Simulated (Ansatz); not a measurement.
Consider the ligand exchange at the Si–C bond: `O[SiH2]C(O)(F)F` + `CN[SiH2]O` → `CN([SiH2]O)[SiH2]O` + `OC(F)F`.

Gas-phase electronic energies from Ansatz, PBE0-D4/def2-TZVP geometries. CCSD(T)/CBS adds triple-zeta CCSD(T) − MP2 to the extrapolated MP2 energy (def2 sets, frozen cores). DFT in def2-TZVPP. B3LYP here is the variant with VWN-RPA as its local correlation; programs differ in this. One conformer a species, not always the lowest.

```tsv
level	ΔE (kcal/mol)
PBE-D4	-20.8
r2SCAN-D4	-22.7
B3LYP-D4	-22.7
r2SCAN	-22.3
CCSD(T)/def2-TZVPP	-24.5
HF/CBS(def2)	-24.0
MP2/CBS(def2)	-24.7
CCSD/CBS(def2)	-23.4
```

(1) What does CCSD(T)/CBS give? (Estimate.)

Largest T1 diagnostic among the species: 0.012.

## Answers

(1) The calculation gave: -23.6 kcal/mol. The listed levels differ from it by 2.8, 0.9, 0.9, 1.3, -0.9, -0.4, -1.1, 0.2 kcal/mol.

The D4 term adds −2.4 kcal/mol with B3LYP and −1.3 kcal/mol with PBE0; it sums over pairs of atoms, weighted by their polarisabilities, and B3LYP, whose exchange is more repulsive, gets the larger term. From PBE to PBE0 (25 % exact exchange), in def2-TZVPP and without D4, ΔE moves by −2.2 kcal/mol.
